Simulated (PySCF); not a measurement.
In(H)(OH)(OEt) (C2H7InO2), SMILES [O]([InH][OH])CC.

Coordinates come from a PBE-D3(BJ)/def2-SVP optimisation. The structure was generated by enumeration; whether it is a known compound was not checked. The def2 effective core potentials stand for the cores of In; spin–orbit coupling is left out. One conformer was computed; it need not be the lowest.

All values below come from PBE-D3(BJ)/def2-SVP (PySCF).

Frequencies are harmonic and unscaled.

Computed normal modes with their intensities:
| mode | ν (cm⁻¹) | IR (km/mol) | moving atoms (share of kinetic energy) |
|---|---|---|---|
| 1 | 59 | 2.6 | O 34 %, H 31 %, C 31 % |
| 2 | 94 | 11.8 | O 41 %, H 24 %, C 23 %, In 12 % |
| 3 | 112 | 3.9 | O 53 %, C 29 %, H 16 % |
| 4 | 181 | 10.9 | O 33 %, H 29 %, C 22 %, In 15 % |
| 5 | 286 | 56.1 | H 94 % |
| 6 | 306 | 5.1 | H 86 % |
| 7 | 361 | 47.3 | H 92 % |
| 8 | 393 | 86.9 | H 82 % |
| 9 | 449 | 25.2 | H 41 %, C 31 %, O 25 % |
| 10 | 509 | 26.9 | O 74 %, In 11 % |
| 11 | 564 | 34.5 | O 84 %, In 12 % |
| 12 | 784 | 34.9 | H 92 % |
| 13 | 795 | 41.7 | H 92 % |
| 14 | 882 | 16.8 | H 46 %, C 36 %, O 18 % |
| 15 | 1067 | 37.0 | C 60 %, H 32 % |
| 16 | 1101 | 138.0 | C 48 %, O 30 %, H 22 % |
| 17 | 1127 | 2.0 | H 60 %, C 37 % |
| 18 | 1253 | 0.4 | H 91 % |
| 19 | 1319 | 20.2 | H 81 %, C 18 % |
| 20 | 1349 | 50.1 | H 74 %, C 25 % |
| 21 | 1411 | 5.5 | H 97 % |
| 22 | 1424 | 4.7 | H 96 % |
| 23 | 1440 | 3.7 | H 93 % |
| 24 | 1771 | 124.5 | H 99 % |
| 25 | 2898 | 96.4 | H 94 % |
| 26 | 2946 | 41.2 | H 91 %, C 9 % |
| 27 | 2953 | 15.1 | H 97 % |
| 28 | 3048 | 15.9 | H 91 %, C 9 % |
| 29 | 3054 | 23.3 | H 91 %, C 9 % |
| 30 | 3704 | 29.7 | H 94 % |
